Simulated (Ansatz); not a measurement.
A structure relaxed at PBE-D4/def2-SVP in Ansatz, charge 0, singlet:

```xyz
13

Ge   -0.5212   -0.4131   -0.1740
H    -1.6386   -1.3533   -0.6956
C     0.5214   -1.2425    1.2623
H    -0.1295   -1.4520    2.1344
H     1.3365   -0.5638    1.5810
H     0.9655   -2.1943    0.9128
C    -1.2175    1.3530    0.3092
H    -1.7229    1.8164   -0.5598
H    -0.3891    2.0124    0.6339
H    -1.9468    1.2620    1.1387
N     0.6124   -0.1852   -1.6217
C     1.5937    0.2725   -2.1661
O     2.5363    0.6879   -2.7549
```

**Question.** Give its formula, name or SMILES and point group.

**Answer.** GeHMe2(NCO) (C3H7GeNO). Point group Cs (tolerance 0.1 Å).

**Question.** Summarise the bond lengths by kind (pairs closer than 1.2 times the sum of covalent radii, bridged metal pairs left out).

**Answer.** 2 × C–Ge 1.96 Å; 1 × C–N 1.21 Å; 1 × Ge–N 1.85 Å; 1 × C–O 1.19 Å; 6 × C–H 1.11 Å; 1 × Ge–H 1.55 Å.
